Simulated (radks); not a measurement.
Values are calculated unless marked as measured or tabulated.
The fluorine ion F+, configuration [He] 2s2 2p4.

Level of theory: Dirac Kohn-Sham, LDA (Slater exchange, Perdew-Zunger correlation), spin-unpolarised, spherical densities, point nucleus; open shells are shared between the two j in proportion to 2j + 1 (a radial shooting solver on a logarithmic mesh with Libxc functionals).

Energy parts (Ry):
total: -196.93644
kinetic: 196.53141
electron-nucleus: -462.79921
Hartree: 87.56219
exchange-correlation: -18.23083

Orbitals (lengths in bohr, moments of r in powers of bohr):
orbital	occ.	eigenvalue (Ry)	<r>	small-component weight
1s1/2	2	-49.95411	0.1772	9.80e-04
2s1/2	2	-3.45955	0.9669	1.19e-04
2p1/2	1.33333	-2.09497	0.9816	1.03e-04
2p3/2	2.66667	-2.08946	0.9834	1.03e-04
3s1/2	0	-0.46458	3.694	1.45e-05
3p1/2	0	-0.27981	4.798	9.55e-06
3p3/2	0	-0.27949	4.804	9.54e-06

The highest occupied level is 2p3/2 at -28.429 eV. For comparison, the ionisation energy in NIST's Atomic Spectra Database is 34.971 eV (measured). In exact Kohn-Sham theory the highest level is minus the ionisation energy, but local and semilocal functionals leave it too shallow, through self-interaction and a potential that decays too fast; potentials with the right tail come closer. Summed over all electrons, <r^2> = 7.313 bohr^2, which gives a Langevin (diamagnetic) susceptibility term of -5.79 x 10^-6 cm^3/mol.

Beside tabulated values, note that spin-unpolarised runs miss the spin-polarisation part of the exchange energy of open shells.
